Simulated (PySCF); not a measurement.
2-bromobut-1-en-3-yne (C4H3Br), SMILES C#CC(=C)Br.

The structure is a stationary point at B3LYP-D3(BJ)/def2-SVP.

Two levels are set side by side: TDDFT-PBE/def2-SVPD (PySCF) and TDDFT-M06-2X/def2-SVPD (PySCF). Vertical, same geometry. The lowest singlet is HOMO→LUMO+1 90 % with PBE and HOMO→LUMO+1 65 %, HOMO−1→LUMO 15 % with the other functional; states are paired by order. Differences are taken from unrounded values.

```tsv
quantity	TDDFT-PBE
lowest singlet excitation (eV)	4.52
lowest triplet excitation (TDA) (eV)	3.19
first bright state (f over 0.05) (eV)	4.82
its oscillator strength	0.08
```

These are the TDDFT-PBE values. What does TDDFT-M06-2X give? (An estimate is asked for; the answer gives what the named calculation found.)


```
quantity                               TDDFT-M06-2X  TDDFT-PBE minus TDDFT-M06-2X
-------------------------------------  ------------  ----------------------------
lowest singlet excitation (eV)                 4.90                         -0.38
lowest triplet excitation (TDA) (eV)           3.61                         -0.42
first bright state (f over 0.05) (eV)          5.55                         -0.73
its oscillator strength                        0.20                         -0.11
```

Functionals without exact exchange tend to place singlet excitations lower, as here. Differences between two approximate levels are no errors against the true value.

Rough cost on one machine, each run with all the roots and properties that it gave: TDDFT-M06-2X against TDDFT-PBE about 20 times.
